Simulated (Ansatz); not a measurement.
A made-up structure of CH$_{4}$SeSi, closed shell:

C1  (-0.580, 0.681, -0.855)
Si2  (1.276, -1.535, 1.185)
Se3  (-0.107, 0.168, 0.691)
H4  (-0.245, 0.216, -1.773)
H5  (-1.256, 1.521, -0.957)
H6  (-0.575, 0.817, 1.972)
H7  (1.469, -1.843, -0.187)
(Å)

It is relaxed with PBE-D4/def2-SVP and then PBE0-D4/def2-TZVP (Ansatz 0.2.0). Atoms count as bonded within 1.22 times the sum of their covalent radii (H–H: 0.88 Å). The end point is not checked to be a true minimum.

(1) Does its bonding change? (Judge from chemistry; the calculation decides.)

## Answers

(1) Computed: Yes. Formed: C1–Si2; broken: none.

Where it ends: The first stage lowers the energy by 0.97 eV in 12 steps. It ends as CH₄SeSi ([CH2]1[SiH][SeH]1):
```csv
atom,x (Å),y (Å),z (Å)
C1,-0.0944,0.3069,-0.6543
Si2,1.2344,-0.8915,0.0353
Se3,-0.7126,0.0928,1.2196
H4,0.1651,1.3505,-0.8127
H5,-0.9092,-0.0069,-1.3015
H6,-0.0273,1.2758,1.7633
H7,0.3271,-2.1028,-0.1742
```

Labels in which every atom is bracketed show which atoms are joined, not bond orders.

For scale, one of the runs: PBE0-D4/def2-TZVP relaxation, 140 basis functions, launched by `ansatz run in.yaml --threads 2 --pin off --events-out ev --progress --plain --max-ram 4352MiB`. The run took about 73 s on 2 CPU threads of an Arm Neoverse V2 (shared host).
